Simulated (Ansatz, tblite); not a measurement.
Isomers of Cs7⁻ (singlet), found by a short tight-binding search and relaxed with B3LYP/def2-SVPD in Ansatz.

In the def2 sets Cs takes a core potential; there is no spin–orbit coupling. The xTB rows come from tblite. B3LYP takes the VWN-RPA correlation. Correlated methods freeze no core orbitals; core or outer-core shells of Cs are correlated, in sets that lack core-valence functions.

Run but left out: HF/def2-TZVPD (A: restricted singlet, unstable towards broken spin symmetry); BHLYP/def2-TZVPD (A: restricted singlet, unstable in another Hartree–Fock run and untested here).

A: The restricted singlet is unstable towards broken spin symmetry in Hartree–Fock (as tested in another run); at PBE/def2-TZVPD, revPBE/def2-TZVPD, r2SCAN/def2-TZVPD, B3LYP/def2-TZVPD and others this wasn't settled. At MP2/def2-TZVPD the restricted singlet (for correlated methods, its reference) is unstable: a solution with broken spin symmetry lies lower. B: The restricted singlet is unstable towards broken spin symmetry in Hartree–Fock (as tested in another run); at PBE/def2-TZVPD, revPBE/def2-TZVPD, r2SCAN/def2-TZVPD, B3LYP/def2-TZVPD and others this wasn't settled. At MP2/def2-TZVPD the restricted singlet (for correlated methods, its reference) is unstable: a solution with broken spin symmetry lies lower. C: The restricted singlet is unstable towards broken spin symmetry in Hartree–Fock (as tested in another run); at PBE/def2-TZVPD, revPBE/def2-TZVPD, r2SCAN/def2-TZVPD, B3LYP/def2-TZVPD and others this wasn't settled. At MP2/def2-TZVPD the restricted singlet (for correlated methods, its reference) is unstable: a solution with broken spin symmetry lies lower. D: The restricted singlet is unstable towards broken spin symmetry in Hartree–Fock (as tested in another run); at PBE/def2-TZVPD, revPBE/def2-TZVPD, r2SCAN/def2-TZVPD, B3LYP/def2-TZVPD and others this wasn't settled. At MP2/def2-TZVPD the restricted singlet (for correlated methods, its reference) is unstable: a solution with broken spin symmetry lies lower. E: The restricted singlet is unstable towards broken spin symmetry in Hartree–Fock (as tested in another run); at PBE/def2-TZVPD, revPBE/def2-TZVPD, r2SCAN/def2-TZVPD, B3LYP/def2-TZVPD and others this wasn't settled. At MP2/def2-TZVPD the restricted singlet (for correlated methods, its reference) is unstable: a solution with broken spin symmetry lies lower.

Other spin states weren't relaxed.

A:

Cartesian coordinates in Å:
```
Cs 7.1799 0.4642 2.1157
Cs -2.9866 -1.4767 -1.9458
Cs 2.7818 -0.9050 -0.2887
Cs -2.5350 2.9047 1.3241
Cs -7.5331 0.3274 -0.5640
Cs 2.1696 3.1862 2.9769
Cs 0.9235 -4.5008 -3.6180
```

B:

```xyz
7

Cs    0.6813   -3.6172   -0.6889
Cs    2.5502    1.8329   -1.7445
Cs   -0.6987   -0.7768   -4.9729
Cs    3.2601   -0.6279    2.7323
Cs   -2.1923   -1.7030    3.2356
Cs   -3.4318    1.1813   -0.8682
Cs   -0.1688    3.7107    2.3065
```

C:

```xyz
7

Cs    2.252   -0.616   -3.978
Cs    0.864   -5.370   -2.274
Cs   -3.146    2.074    3.563
Cs    4.502    3.781   -4.226
Cs   -0.843   -1.589    0.836
Cs   -3.173   -1.809    6.904
Cs   -0.456    3.529   -0.825
```

D:

```xyz
7

Cs   -2.702   -2.681    1.311
Cs   -0.201    2.379   -1.290
Cs    3.146   -2.557    0.599
Cs    0.638    0.059    4.239
Cs    2.781   -0.873   -4.177
Cs   -0.685    5.166    2.896
Cs   -2.978   -1.492   -3.578
```

E:

```xyz
7

Cs    2.372   -3.486   -1.174
Cs   -0.097   -1.031   -5.162
Cs    2.969    1.989   -1.155
Cs   -3.654   -0.569    3.339
Cs   -2.975    0.924   -1.496
Cs   -0.040    3.875    2.240
Cs    1.424   -1.703    3.407
```

Problem. Estimate which lies lowest at each level, and how far above it the others are (eV).

Solution. 
```csv
level,A,B,C,D,E
GFN2-xTB,0.91,0.18,0.81,0.06,0.00
PBE/def2-TZVPD,0.34,0.00,0.35,0.16,0.13
revPBE/def2-TZVPD,0.26,0.00,0.27,0.13,0.11
r2SCAN/def2-TZVPD,0.40,0.00,0.41,0.21,0.16
B3LYP/def2-TZVPD,0.09,0.00,0.11,0.03,0.05
PBE0/def2-TZVPD,0.34,0.00,0.35,0.17,0.14
RPA@PBE/def2-TZVPD,0.39,0.00,0.41,0.19,0.15
MP2/def2-TZVPD,0.61,0.00,0.64,0.28,0.21
```
Point groups (tolerance 0.1 Å): A not assigned, B not assigned, C not assigned, D not assigned, E not assigned. D and E have the same bonds, so they are conformers or stereoisomers. Lower isomers may exist.
